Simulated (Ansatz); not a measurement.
The cluster PSe3. Total charge 0; quartet. Geometry r2SCAN-D4/def2-SVP; atoms count from 1.

```xyz
4

P    -0.102   -0.642   -0.022
Se    0.700   -0.466   -2.001
Se    1.115    0.311    1.563
Se   -1.713    0.798    0.460
```

At PBE0-D4/def2-TZVP a doublet of charge 0 lies 1.05 eV below the quartet, each at its own geometry. The structure comes from a short search, and lower isomers may exist.

Q: Estimate the Mulliken populations from the PBE0/def2-TZVP orbitals of Ansatz.

A: 
```
atom  charge (e)  spin (α − β)
  P1        0.20          0.18
 Se2       -0.13          0.71
 Se3       -0.03          1.06
 Se4       -0.03          1.06
```
Mulliken values and Mayer orders depend strongly on the basis.

Q: Where does the spin sit?

A: Summed by element: P 0.18, Se 2.82, of 3 unpaired in all. Largest on single atoms: Se3 1.06, Se4 1.06, Se2 0.71.

Q: And the Mayer bond orders between bonded heavy atoms (over 0.3)?

A: P1–Se2 1.50 (2.14 Å); P1–Se3 1.23 (2.21 Å); P1–Se4 1.23 (2.21 Å). Values over 0.3 also appear between atoms too far apart for a bond (Se2–Se3 0.31 at 3.67 Å; Se2–Se4 0.31 at 3.67 Å; Se3–Se4 0.55 at 3.07 Å); they arise where an orbital or an unpaired electron spreads over both atoms.
